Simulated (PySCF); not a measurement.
H2BO2, doublet, at a GFN2-xTB geometry. Base run: TPSS/6-311G** in PySCF.

PySCF was given this input:
```python
from pyscf import gto, scf, dft

mol = gto.M(
    atom='''
O     1.13377266    0.12435186   -0.36781878
B    -0.03360281   -0.52188624   -0.20573049
O    -1.12795819   -0.03404720    0.40341739
H     1.22824605    1.02526193   -0.02617740
H    -1.10674775    0.86173194    0.77004098
''',
    basis='6-311g**',
    spin=1,
    verbose=4,
)

mf = dft.UKS(mol)
mf.xc = 'tpss'
mf.kernel()
```

Variants of this job, named by their change:

```json
[
 {"change": "base", "ΔE vs base (mEh)": "0.000", "SCF cycles": "9", "<S^2>": "0.753", "outcome": "converged"},
 {"change": "diis = off; damp = 0.3 (with mf.diis_start_cycle = 200; with mf.max_cycle = 150)", "ΔE vs base (mEh)": "-", "SCF cycles": "150", "<S^2>": "-", "outcome": "not converged"},
 {"change": "solver = newton", "ΔE vs base (mEh)": "0.000", "SCF cycles": "-", "<S^2>": "0.753", "outcome": "converged"},
 {"change": "conv_tol = 1e-4", "ΔE vs base (mEh)": "0.000", "SCF cycles": "6", "<S^2>": "0.753", "outcome": "converged"},
 {"change": "DIIS = EDIIS", "ΔE vs base (mEh)": "-", "SCF cycles": "50", "<S^2>": "-", "outcome": "not converged"},
 {"change": "conv_tol = 1e-6", "ΔE vs base (mEh)": "0.000", "SCF cycles": "7", "<S^2>": "0.753", "outcome": "converged"},
 {"change": "conv_tol = 1e-7", "ΔE vs base (mEh)": "0.000", "SCF cycles": "8", "<S^2>": "0.753", "outcome": "converged"},
 {"change": "conv_tol = 1e-12", "ΔE vs base (mEh)": "0.000", "SCF cycles": "12", "<S^2>": "0.753", "outcome": "converged"},
 {"change": "diis_space = 20", "ΔE vs base (mEh)": "0.000", "SCF cycles": "9", "<S^2>": "0.753", "outcome": "converged"},
 {"change": "conv_tol_grad = 1e-7", "ΔE vs base (mEh)": "0.000", "SCF cycles": "13", "<S^2>": "0.753", "outcome": "converged"},
 {"change": "diis_space = 2", "ΔE vs base (mEh)": "0.000", "SCF cycles": "21", "<S^2>": "0.753", "outcome": "converged"},
 {"change": "conv_tol_grad = 1e-3", "ΔE vs base (mEh)": "0.000", "SCF cycles": "9", "<S^2>": "0.753", "outcome": "converged"},
 {"change": "damp = 0.5; diis_start_cycle = 5", "ΔE vs base (mEh)": "0.000", "SCF cycles": "11", "<S^2>": "0.753", "outcome": "converged"}
]
```

Open shells are given as the SCF converged; they aren't shown to be the lowest states, and a large step between rows can be another state.
